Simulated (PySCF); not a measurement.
Spectrum to structure. Theory: PySCF, TDDFT B3LYP/def2-SVPD, vertical, gas phase, core orbitals frozen in the response. Geometries: PBE0-D3(BJ)/def2-SVP, one conformer each. Relativistic effects are left out although some hold elements past zinc.

| state | E (eV) | λ (nm) | f |
| --- | --- | --- | --- |
| S1 | 7.04 | 176.0 | 0.019 |
| S2 | 7.27 | 170.4 | 0.016 |
| S3 | 7.54 | 164.5 | 0.013 |
| S4 | 7.62 | 162.6 | 0.054 |
| S5 | 7.73 | 160.3 | 0.014 |
| S6 | 7.78 | 159.4 | 0.025 |
| S7 | 7.81 | 158.7 | 0.0069 |
| S8 | 7.93 | 156.4 | 0.012 |
| S9 | 7.95 | 156.0 | 0.0085 |
| S10 | 8.08 | 153.4 | 0.085 |

Triplets computed (Tamm–Dancoff): 6.91, 7.12, 7.28, 7.40 eV.

Orbital energies (eV): HOMO-3 -9.22, HOMO-2 -8.59, HOMO-1 -7.94, HOMO -7.69, LUMO 0.19, LUMO+1 0.71, LUMO+2 0.85.

**Question.** Which candidate is it? All have the formula C4H10Ge.
A. `[GeH3]/[CH]=C/CC`
B. `C=C(C)[CH2][GeH3]`
C. `C[C@@H]1C[C@@H]1[GeH3]`

**Answer.** C. Its S1, at 7.04 eV, is the highest among the candidates; the nearest of the others has S1 at 6.64 eV. S1 is HOMO→LUMO (95%). Löwdin shares by element: HOMO carbon 66% or more, germanium 9% (atoms not listed hold the other 25%); LUMO germanium 38%, hydrogen 26% or more (atoms not listed hold the other 37%). At the same level the other candidates give, for their lowest levels:
- `C=C(C)[CH2][GeH3]`: 5.92 eV (f 0.006); 6.36 eV (f 0.319); 6.49 eV (f 0.105); 6.96 eV (f 0.010); 7.09 eV (f 0.014); T1 4.16 eV; HOMO -6.66, LUMO -0.11 eV
- `CC/C=[CH]/[GeH3]`: 6.64 eV (f 0.105); 6.73 eV (f 0.006); 6.77 eV (f 0.435); 7.04 eV (f 0.029); 7.33 eV (f 0.004); T1 4.28 eV; HOMO -7.24, LUMO -0.38 eV

Without π bonds the low states are Rydberg-like; a valence basis with one diffuse set may place them up to an eV too high.
